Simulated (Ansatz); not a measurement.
Steps of a relaxation of `[SiH3][Ga]1[O][SiH2][S]1` with RKS PBE0-D4/def2-TZVP.

```sh
$ ansatz run in.yaml --threads 2 --pin off --events-out ev --progress --plain --max-ram 22528MiB --backend cuda --devices 0, --max-vram 18GiB
```

```yaml
crystal:
  periodic: [false, false, false]
  atoms:
    - {symbol: Si, position_ang: [-2.275340, -0.895220, -0.244950]}
    - {symbol: Ga, position_ang: [-0.262860, 0.435100, -0.471390]}
    - {symbol: O, position_ang: [1.092180, -0.348990, 0.678000]}
    - {symbol: Si, position_ang: [2.284630, 0.683830, 0.412100]}
    - {symbol: S, position_ang: [1.220120, 2.005980, -1.039000]}
    - {symbol: H, position_ang: [-3.461000, -0.016790, -0.238860]}
    - {symbol: H, position_ang: [-2.217040, -1.645600, 1.018460]}
    - {symbol: H, position_ang: [-2.395460, -1.834890, -1.376060]}
    - {symbol: H, position_ang: [2.603150, 1.513940, 1.567080]}
    - {symbol: H, position_ang: [3.411630, 0.102650, -0.305380]}
basis:
  gaussian: {orbitals: def2-TZVP}
hamiltonian: {xc: pbe0, dispersion: d4}
relax: {f_tol: 0.005, max_steps: 150}
```

Positions (Å) and forces (eV/Å) along the path, 15 of 38 steps:

```xyz
10
step=1 energy=-81082.8803 eV
Si   -2.275   -0.895   -0.245    0.030    0.405   -0.286
Ga   -0.263    0.435   -0.471    1.250   -0.426    0.856
O     1.092   -0.349    0.678   -1.291   -0.339   -0.290
Si    2.285    0.684    0.412   -0.713    0.813   -0.914
S     1.220    2.006   -1.039   -0.346   -0.457    0.201
H    -3.461   -0.017   -0.239   -0.152    0.113   -0.001
H    -2.217   -1.646    1.018    0.153   -0.056    0.211
H    -2.395   -1.835   -1.376    0.061   -0.101   -0.161
H     2.603    1.514    1.567    0.418    0.173    0.390
H     3.412    0.103   -0.305    0.591   -0.125   -0.007
10
step=4 energy=-81083.1514 eV
Si   -2.301   -0.867   -0.272   -0.332   -0.184    0.072
Ga   -0.202    0.195   -0.222    0.229   -0.003    0.037
O     1.212   -0.424    0.783    0.052    0.187   -0.091
Si    2.280    0.754    0.348   -0.018   -0.133    0.078
S     1.006    1.872   -1.003    0.040    0.042    0.004
H    -3.421    0.109   -0.329    0.056    0.001   -0.009
H    -2.384   -1.662    0.983   -0.046    0.016   -0.052
H    -2.379   -1.781   -1.442    0.024    0.029   -0.001
H     2.711    1.588    1.499    0.002    0.021   -0.017
H     3.478    0.217   -0.345   -0.007    0.023   -0.020
10
step=12 energy=-81083.1698 eV rejected
Si   -2.330   -0.896   -0.257   -0.048   -0.025   -0.013
Ga   -0.181    0.131   -0.124    0.037    0.009    0.015
O     1.310   -0.460    0.774   -0.029    0.012   -0.018
Si    2.311    0.770    0.336    0.024    0.017   -0.003
S     0.918    1.910   -0.869   -0.001   -0.029    0.020
H    -3.361    0.147   -0.502    0.035   -0.031    0.008
H    -2.620   -1.614    1.012    0.010    0.023   -0.036
H    -2.316   -1.860   -1.391   -0.004    0.029    0.037
H     2.800    1.561    1.495   -0.011   -0.016   -0.026
H     3.470    0.310   -0.473   -0.013    0.011    0.016
10
step=13 energy=-81083.1700 eV
Si   -2.330   -0.897   -0.258   -0.019   -0.006    0.000
Ga   -0.178    0.124   -0.127    0.018   -0.004    0.002
O     1.306   -0.450    0.790   -0.012    0.006   -0.005
Si    2.311    0.772    0.337    0.008    0.004   -0.002
S     0.927    1.887   -0.899   -0.002   -0.006    0.008
H    -3.358    0.155   -0.463    0.010   -0.009    0.001
H    -2.605   -1.643    0.996    0.003    0.008   -0.011
H    -2.338   -1.833   -1.412    0.003    0.010    0.011
H     2.787    1.585    1.485   -0.004   -0.006   -0.008
H     3.478    0.299   -0.450   -0.004    0.004    0.005
10
step=15 energy=-81083.1701 eV
Si   -2.331   -0.897   -0.258   -0.016   -0.006   -0.003
Ga   -0.178    0.125   -0.125    0.016   -0.002    0.005
O     1.310   -0.457    0.780   -0.012    0.006   -0.006
Si    2.311    0.771    0.336    0.007    0.003   -0.004
S     0.921    1.897   -0.884   -0.001   -0.007    0.009
H    -3.356    0.153   -0.483    0.011   -0.011    0.002
H    -2.614   -1.627    1.004    0.004    0.009   -0.012
H    -2.330   -1.847   -1.401    0.000    0.010    0.013
H     2.791    1.573    1.491   -0.004   -0.005   -0.008
H     3.476    0.308   -0.460   -0.004    0.003    0.005
10
step=19 energy=-81083.1703 eV
Si   -2.331   -0.896   -0.259   -0.007   -0.005    0.000
Ga   -0.179    0.126   -0.122    0.010    0.000    0.006
O     1.322   -0.479    0.746   -0.003    0.010   -0.009
Si    2.313    0.769    0.332   -0.007   -0.004    0.003
S     0.903    1.928   -0.833    0.003   -0.002    0.001
H    -3.351    0.144   -0.545    0.009   -0.006    0.001
H    -2.639   -1.573    1.027    0.000    0.003   -0.007
H    -2.310   -1.893   -1.360    0.000    0.005    0.007
H     2.801    1.534    1.507   -0.001   -0.003   -0.003
H     3.471    0.338   -0.491   -0.004    0.001    0.002
10
step=20 energy=-81083.1704 eV
Si   -2.331   -0.896   -0.259   -0.001   -0.001    0.000
Ga   -0.180    0.127   -0.121    0.004   -0.001    0.006
O     1.325   -0.485    0.734    0.005    0.011   -0.011
Si    2.313    0.768    0.330   -0.011   -0.007    0.008
S     0.898    1.938   -0.816    0.003   -0.002   -0.003
H    -3.347    0.141   -0.566    0.002   -0.002    0.000
H    -2.647   -1.554    1.033   -0.001    0.001   -0.002
H    -2.304   -1.908   -1.346    0.000    0.001    0.002
H     2.804    1.521    1.512    0.001   -0.002    0.000
H     3.469    0.349   -0.502   -0.003    0.000    0.000
10
step=21 energy=-81083.1702 eV rejected
Si   -2.331   -0.895   -0.260   -0.032   -0.020   -0.004
Ga   -0.181    0.131   -0.117    0.012    0.009    0.005
O     1.342   -0.517    0.680    0.018    0.071   -0.037
Si    2.315    0.764    0.324   -0.022   -0.024    0.015
S     0.873    1.984   -0.739    0.012   -0.053    0.026
H    -3.335    0.125   -0.660    0.030   -0.037    0.013
H    -2.687   -1.472    1.065    0.009    0.020   -0.048
H    -2.275   -1.976   -1.281   -0.005    0.038    0.037
H     2.819    1.460    1.536   -0.003   -0.012   -0.021
H     3.460    0.395   -0.548   -0.019    0.008    0.014
10
step=22 energy=-81083.1705 eV
Si   -2.331   -0.896   -0.259   -0.008   -0.006    0.000
Ga   -0.180    0.129   -0.119    0.003    0.002    0.003
O     1.334   -0.501    0.707    0.011    0.030   -0.016
Si    2.314    0.766    0.327   -0.014   -0.015    0.008
S     0.885    1.961   -0.778    0.004   -0.015    0.007
H    -3.342    0.133   -0.613    0.008   -0.010    0.003
H    -2.667   -1.513    1.049    0.001    0.006   -0.013
H    -2.290   -1.942   -1.314   -0.001    0.009    0.010
H     2.812    1.490    1.524    0.000   -0.003   -0.005
H     3.465    0.372   -0.525   -0.006    0.002    0.003
10
step=24 energy=-81083.1706 eV
Si   -2.331   -0.895   -0.259   -0.007   -0.010    0.000
Ga   -0.182    0.132   -0.116    0.003    0.004    0.000
O     1.342   -0.517    0.675    0.019    0.040   -0.011
Si    2.315    0.765    0.324   -0.022   -0.034    0.003
S     0.873    1.984   -0.735    0.001   -0.009    0.010
H    -3.336    0.120   -0.665    0.007   -0.004    0.002
H    -2.690   -1.466    1.064    0.003    0.005   -0.010
H    -2.273   -1.977   -1.275    0.000    0.007    0.007
H     2.822    1.455    1.537   -0.002   -0.001   -0.005
H     3.459    0.400   -0.550   -0.002    0.001    0.004
10
step=25 energy=-81083.1707 eV
Si   -2.331   -0.895   -0.260    0.002   -0.001   -0.005
Ga   -0.183    0.134   -0.114    0.005    0.005    0.007
O     1.345   -0.521    0.664    0.016    0.011   -0.008
Si    2.316    0.763    0.321   -0.024   -0.020    0.018
S     0.867    1.995   -0.713   -0.001    0.004   -0.011
H    -3.332    0.114   -0.686   -0.001    0.003   -0.002
H    -2.700   -1.448    1.068    0.000   -0.002    0.005
H    -2.265   -1.991   -1.259    0.000   -0.002    0.000
H     2.828    1.442    1.539    0.004    0.000    0.002
H     3.456    0.407   -0.560    0.000    0.001   -0.005
10
step=26 energy=-81083.1708 eV
Si   -2.331   -0.896   -0.260    0.002    0.006   -0.005
Ga   -0.185    0.137   -0.110    0.010   -0.001   -0.003
O     1.350   -0.530    0.646    0.005    0.001    0.004
Si    2.316    0.762    0.320   -0.010   -0.011    0.002
S     0.859    2.008   -0.686   -0.005    0.008   -0.003
H    -3.324    0.107   -0.719   -0.003   -0.003    0.000
H    -2.714   -1.419    1.075   -0.004   -0.002    0.004
H    -2.256   -2.013   -1.235    0.001    0.001    0.002
H     2.835    1.420    1.545    0.001    0.000    0.001
H     3.450    0.424   -0.576    0.002    0.001   -0.002
10
step=34 energy=-81083.1709 eV
Si   -2.331   -0.895   -0.261   -0.004   -0.001    0.000
Ga   -0.188    0.143   -0.103    0.006   -0.004    0.002
O     1.365   -0.556    0.584   -0.007    0.000   -0.001
Si    2.318    0.758    0.313    0.000    0.006   -0.003
S     0.834    2.051   -0.591    0.003   -0.002    0.002
H    -3.306    0.073   -0.822    0.002   -0.002    0.001
H    -2.762   -1.322    1.094    0.001    0.001   -0.004
H    -2.225   -2.080   -1.151    0.000    0.003    0.002
H     2.860    1.348    1.563    0.000   -0.001   -0.001
H     3.435    0.479   -0.625   -0.001    0.001    0.001
10
step=36 energy=-81083.1710 eV
Si   -2.331   -0.894   -0.262   -0.002   -0.002    0.000
Ga   -0.188    0.143   -0.103    0.003    0.000    0.001
O     1.369   -0.561    0.571    0.001    0.006   -0.002
Si    2.318    0.757    0.311   -0.004   -0.004    0.001
S     0.830    2.057   -0.574    0.001   -0.001    0.001
H    -3.302    0.067   -0.840    0.002   -0.001    0.001
H    -2.770   -1.303    1.097    0.001    0.001   -0.003
H    -2.222   -2.091   -1.134    0.000    0.002    0.001
H     2.862    1.335    1.566    0.000    0.000   -0.001
H     3.433    0.491   -0.632   -0.001    0.000    0.001
10
step=38 energy=-81083.1710 eV
Si   -2.331   -0.895   -0.262   -0.001   -0.001    0.000
Ga   -0.187    0.142   -0.102   -0.002    0.001   -0.001
O     1.371   -0.564    0.566    0.002    0.002   -0.001
Si    2.318    0.757    0.311    0.000   -0.003    0.001
S     0.827    2.060   -0.566    0.000   -0.001    0.000
H    -3.299    0.064   -0.849    0.000    0.000    0.000
H    -2.775   -1.295    1.098    0.000    0.000    0.000
H    -2.221   -2.096   -1.127    0.000    0.000    0.000
H     2.864    1.329    1.567    0.000    0.000    0.000
H     3.432    0.496   -0.636    0.000    0.000    0.000
```

Hardware: 2 threads of an AMD EPYC 7R13 on a shared host and a share of an NVIDIA H100 80 GB. Wall time 87 s, peak host memory 0.95 GiB.
